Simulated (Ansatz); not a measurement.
Molecule (SMILES): [B]=N (B-NH), doublet.
Atoms: B1, N2, H3. Bonds: B1-N2, N2-H3.

How fast the optimised N2-H3 bond length converges with the basis for several methods (Ansatz, a first-principles code): deviation from each method's own reference, in Å. References: B3LYP 0.9920 Å, the value in aug-pcseg-3; HF 0.9786 Å, the value in aug-pcseg-3; MP2 0.9908 Å, the value in aug-cc-pVQZ; PBE 0.9998 Å, the value in aug-pcseg-3. Cartesian d functions, on some or all atoms, in 6-31G*; all else is spherical. In correlated methods cores are frozen. Core-valence sets carry the plain set on hydrogen. Open shells are unrestricted. No added dispersion term, no relativity. The reference of a correlated method is not its basis-set limit, which lies further on.

| basis | functions | B3LYP | HF | MP2 | PBE |
|---|---|---|---|---|---|
| 6-31G* | 32 | 0.0042 | ___ | 0.0055 | 0.0034 |
| 6-311G** | 42 | 0.0025 | ___ | 0.0032 | 0.0017 |
| aug-cc-pVDZ | 55 | 0.0074 | ___ | 0.0099 | 0.0066 |
| def2-TZVP | 68 | 0.0011 | ___ | 0.0026 | 0.0009 |
| cc-pVTZ | 74 | 0.0003 | ___ | -0.0002 | 0.0001 |
| pcseg-2 | 74 | 0.0004 | ___ | -0.0001 | 0.0003 |
| cc-pCVTZ | 100 | 0.0003 | ___ | -0.0001 | 0.0002 |
| def2-QZVPP | 144 | 0.0000 | ___ | -0.0004 | -0.0001 |

Q: Complete the blanks.

A: 
- 6-31G*, HF: 0.0036
- 6-311G**, HF: 0.0030
- aug-cc-pVDZ, HF: 0.0070
- def2-TZVP, HF: 0.0012
- cc-pVTZ, HF: 0.0005
- pcseg-2, HF: 0.0002
- cc-pCVTZ, HF: 0.0005
- def2-QZVPP, HF: 0.0002

Mean absolute deviation over 6-311G**, def2-TZVP, cc-pVTZ, pcseg-2, cc-pCVTZ: PBE 0.0006, B3LYP 0.0009, HF 0.0011, MP2 0.0013 Å.
